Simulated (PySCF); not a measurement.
## Spin states and ions at one geometry of Bi(SiH3)3

PySCF 2.14.0, RKS B3LYP, Bi def2-SVP with ECP60, Si def2-SVP, H def2-SVP; non-relativistic Hamiltonian with scalar-relativistic core potentials where named; density fitting; no spin-orbit coupling; singlets restricted, open shells unrestricted. The geometry is relaxed for charge 0, singlet, vacuum:

```xyz
13

Bi   -0.1258   -1.5434   -0.0819
Si   -1.1479   -0.0474    1.9229
H    -0.9166    1.4147    1.7315
H    -2.6183   -0.2937    2.0067
H    -0.5240   -0.4686    3.2125
Si   -1.1710    0.1194   -1.9379
H    -0.6406   -0.2599   -3.2820
H    -2.6560   -0.0395   -1.9559
H    -0.8444    1.5520   -1.6764
Si    2.1918   -0.1543   -0.0616
H     3.0012   -0.5637    1.1245
H     2.9616   -0.4856   -1.2980
H     1.9729    1.3215   -0.0126
```

Energies count from the relaxed state; an electron taken off or put on is at rest in vacuum. Charges and spins are Mulliken's.

```
                     state  energy (eV)  spin squared  charge on Bi1 (e)  spin on Bi1 (e)  dipole about the centre of mass (D)
 charge 0, singlet, vacuum         0.00          0.00              -0.07             0.00                                 0.66
charge +1, doublet, vacuum         8.74          0.75               0.22             0.65                                 1.79
```

Question: What does the state charge 0, triplet, vacuum give?

Answer: energy (eV) 4.61, spin squared 2.00, charge on Bi1 (e) -0.08, spin on Bi1 (e) 1.15, dipole about the centre of mass (D) 0.53.

With an electron taken off (doublet) the charges change, summed by element, by Bi +0.29 e, Si +0.06 e, H +0.64 e. The vertical ionisation energy is 8.74 eV, against −ε(HOMO) = 6.85 eV of the relaxed state. The level lies 1.9 eV too high, as is usual for semilocal functionals and global hybrids, which keep a self-interaction error.

Open shells may have lower solutions than those found.

No frequency check is given that shows the relaxed geometry to be a minimum.
